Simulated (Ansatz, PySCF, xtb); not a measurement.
Spectroscopic constants of SbN, closed-shell singlet (the spin of the measured ground state). No spin–orbit coupling.

Constants: fifth-degree fit in 1/R to seven points, most abundant isotopes. In def2 and cc sets the state is the lowest found near the PBE0 minimum, followed along R. The singlet is held restricted.

Correlated levels freeze the inner cores; with def2 sets outer-core shells near the valence are correlated too. Rows in 3-21G, LANL2DZ carry no dispersion term and start afresh at each structure; the Pople sets are all-electron and without relativity. LANL2DZ brings its own core potentials from Na on.

Run with Ansatz (Gaussian basis) for Hartree–Fock, density functionals and correlated methods; PySCF for 3-21G rows, LANL2DZ rows; xtb for the GFN methods.  In def2 rows elements past Kr take small-core potentials, without spin–orbit coupling.

D_e counts from each atom's lowest state at the same level, without counterpoise or zero-point energy.

```
level              r_e (Å)  ω_e (cm⁻¹)  ω_e x_e (cm⁻¹)  D_e (eV)  dipole (D)
-----------------  -------  ----------  --------------  --------  ----------
GFN1-xTB             1.810         936             3.6         -           -
GFN2-xTB             1.765        1012             5.5         -           -
HF/3-21G             1.827        1054             2.8         -        3.13
SVWN5/def2-TZVPP     1.815         931             3.5      5.11        3.58
PBE/def2-TZVPP       1.834         902             3.5      4.19        3.54
B3LYP/LANL2DZ        1.853         866             2.5         -        3.90
B3LYP/def2-TZVPP     1.817           …             3.4      3.56        3.81
B2PLYP/def2-TZVPP        …           …             5.6      3.96           -
```

**Question.** Complete the blanks.

**Answer.** 
- B2PLYP/def2-TZVPP, r_e (Å): 1.857
- B2PLYP/def2-TZVPP, ω_e (cm⁻¹): 808
- B3LYP/def2-TZVPP, ω_e (cm⁻¹): 946

Measured for the ground state: r_e 1.835 Å, ω_e 864.8 cm-1, ω_e x_e 4.75 cm-1, B_e 0.3988 cm-1, α_e 0.0026 cm-1 [NIST CCCBDB]. D_0 4.729 ± 0.87 eV (a handbook's tabulated 298 K bond energy less 3RT/2; such tables hold older values) [Luo, bond dissociation energies, CRC Handbook].

Doubts at one or more of the structures used: a restricted determinant that unrestricted orbitals would lower (B2PLYP/def2-TZVPP).

Ansatz is a quantum-chemistry and plane-wave program.
